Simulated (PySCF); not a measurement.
Ar²⁺: excitation energy

Ar²⁺ [Ne] 3s2 3p4 (3P) → Ar²⁺ [Ne] 3s2 3p3 4s1, s spin flipped, as a difference of total energies. All numbers are calculated (PySCF 2.14, no relativity, point nucleus, in aug-cc-pwCVDZ (6s5p3d, 36 functions)). Correlated levels: valence and next inner shell: 1s2 frozen. The calculations carry no spin-orbit coupling.

| method | excitation energy (cm⁻¹) |
| --- | --- |
| UHF | 173930 |
| MP2 (valence and next inner shell) | 174620 |
| SCS-MP2 (valence and next inner shell) | 174880 |

The upper determinant mixes two multiplicities, so it lies between the two terms.

The promoted electron is Rydberg-like, and one or two diffuse shells describe it only roughly, which tends to raise the upper state.
